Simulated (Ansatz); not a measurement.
C₃InN₃O₃, SMILES `O=C=[N][In]([N]=C=O)[N]=C=O`. Charge 0, multiplicity 1. In takes the def2 core potential. Geometry: relaxed with PBE0-D4/def2-TZVP. It is one conformer, not always the lowest.

```xyz
10

O     3.239   -0.434    2.427
C     2.147   -0.333    2.040
N     0.987   -0.236    1.721
In    0.000    0.003    0.000
N     1.009    0.142   -1.719
C     0.712    0.282   -2.880
O     0.507    0.414   -4.018
N    -1.995    0.104   -0.002
C    -2.858    0.050    0.840
O    -3.747    0.008    1.590
```

(1) What is the dipole moment at r2SCAN/def2-TZVPP? (Best estimate.)

(2) Give the Mulliken charges with r2SCAN, B3LYP, PBE in def2-TZVPP. (Best estimate.)

Results:

(1) Ansatz gave: 0.01 D, zero by symmetry or nearly so.

(2) Computed: 
```
atom  r2SCAN  B3LYP    PBE
  O1   -0.22  -0.20  -0.16
  C2    0.30   0.23   0.15
  N3   -0.40  -0.34  -0.26
 In4    0.96   0.95   0.81
  N5   -0.40  -0.34  -0.26
  C6    0.30   0.23   0.15
  O7   -0.22  -0.20  -0.16
  N8   -0.40  -0.34  -0.26
  C9    0.30   0.23   0.15
 O10   -0.22  -0.20  -0.16
```

B3LYP here is the variant with VWN-RPA as its local correlation; programs differ in this.
